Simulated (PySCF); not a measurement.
A species of formula C6H8FPSi has this rotational fingerprint, computed with PBE0/pcSseg-1 in PySCF (dipole) on a GFN2-xTB geometry, gas phase:

| Quantity | Value |
| --- | --- |
| Rotational constants | A = 2125, B = 795.6, C = 584.8 MHz |
| Dipole components | \|μa\| = 1.09 D, \|μb\| = 0.00 D, \|μc\| = 0.00 D |
| Inertial defect | -8.89 u·Å² |
| κ | -0.73 |

Question: Which candidate fits, each taken in the one conformer that was computed?
A. `Cc1cpc([SiH3])cc1F`
B. `[F:1][c:2]1[cH:3][cH:4][cH:5][cH:6][c:7]1[PH:8][SiH3:9]` with C6–C7–P8–Si9 -107°
C. `Cc1cpcc([SiH3])c1F`

Answer: A. It is Cc1cpc([SiH3])cc1F, an asymmetric top. The candidates at the same level (rigid rotor, commonest isotopes):

```
            SMILES  A (MHz)  B (MHz)  C (MHz)  μa (D)  μb (D)  μc (D)  Δ (u·Å²)  point group           rotor
  Fc1ccccc1P[SiH3]     2069    818.7    703.1    1.30    1.32    1.25   -142.71           C1  asymmetric top
Cc1cpcc([SiH3])c1F     1541     1060    635.1    0.20    0.90    0.01     -8.97      near Cs  asymmetric top
Cc1cpc([SiH3])cc1F     2125    795.6    584.8    1.09    0.00    0.00     -8.89            –  asymmetric top
```

`Fc1ccccc1P[SiH3]` has C 20 % too high; `Cc1cpcc([SiH3])c1F` has B 33 % too high. No structure here is proved a minimum.
